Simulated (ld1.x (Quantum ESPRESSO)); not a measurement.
## Which change was made? (F, ultrasoft)

| Property | Result |
| --- | --- |
| Element | fluorine |
| Generator | ld1.x (Quantum ESPRESSO) 7.5 |
| Type | ultrasoft |
| Functional | LDA (PZ) |
| Relativity | scalar-relativistic |
| Frozen core | [He] |
| Valence charge | 7 |
| Reference configuration | 2s1.5 2p5.5 |
| Partial waves | 2s (bound): rcut 0.70, rcutus 0.85 bohr; 2s channel at 1.2 Ry: rcut 0.70, rcutus 0.85 bohr; 2p (bound): rcut 1.15, rcutus 1.40 bohr; 2p channel at 3.15 Ry: rcut 1.15, rcutus 1.40 bohr |
| Local potential | all-electron potential smoothed inside 1.05 bohr (lloc = -2) |
| Core correction | a·sin(br)/r model core inside 0.45 bohr |
| Augmentation charge | PSQ, radius 0.75 bohr |

Cutoffs, loose and tight: the cutoffs (Ry, on a coarse ladder) from which the occupation-weighted sum of valence levels, in a spherical-Bessel basis at the reference potential, stays within 10 and 1 mRy of its value at 400 Ry. They do not see the model core or the augmentation charge, which bear on the density cutoff. Test errors are all-electron minus pseudo excitation energies from the reference, over the configurations 2s2 2p5; 2s2 2p4; 2s2 2p3; 2s1 2p6; 2s2 2p1; 2s1 2p5; 2s2 2p4.5 (two spin-polarised tests are not counted in the largest error); variants that change the core or the reference have their own tests. The largest error is taken over the tests solved by every variant that gives reliable tests at all, those not shown here included: 2s1 2p5; 2s1 2p6; 2s2 2p3; 2s2 2p4; 2s2 2p4.5; 2s2 2p5.

The base gives: outcome: generated; cutoff, loose: 40 Ry; cutoff, tight: 70 Ry; bound ghosts: none; largest test error (meV): +20.

Task: After one change the result is: outcome: generated; cutoff, loose: 30 Ry; cutoff, tight: 50 Ry; bound ghosts: none; largest test error (meV): -25. Which change was it?
A. local potential all-electron potential smoothed inside 1.66 bohr (lloc = -2)
B. wave 2s channel at 1.2 Ry: rcut 0.70, rcutus 0.85 bohr becomes 2s channel at -1.87 Ry: rcut 0.70, rcutus 0.85 bohr
C. all radii but the core radius scaled by about 0.80 (s 0.68, p 1.12 bohr, rcut 0.56/0.92); local potential all-electron potential smoothed inside 0.84 bohr (lloc = -2); augmentation PSQ, radius 0.60 bohr
D. waves 2p (bound): rcut 1.15, rcutus 1.66 bohr; 2p channel at 3.15 Ry: rcut 1.15, rcutus 1.66 bohr

Result: D. The others give: all radii but the core radius scaled by about 0.80 (s 0.68, p 1.12 bohr, rcut 0.56/0.92); local potential all-electron potential smoothed inside 0.84 bohr (lloc = -2); augmentation PSQ, radius 0.60 bohr → outcome: generated; cutoff, loose: 70 Ry; cutoff, tight: 120 Ry; bound ghosts: none; largest test error (meV): +3.7 | wave 2s channel at 1.2 Ry: rcut 0.70, rcutus 0.85 bohr becomes 2s channel at -1.87 Ry: rcut 0.70, rcutus 0.85 bohr → outcome: generated; cutoff, loose: 40 Ry; cutoff, tight: 70 Ry; bound ghosts: none; largest test error (meV): +25 | local potential all-electron potential smoothed inside 1.66 bohr (lloc = -2) → outcome: generated; cutoff, loose: 40 Ry; cutoff, tight: 70 Ry; bound ghosts: none; largest test error (meV): +28.
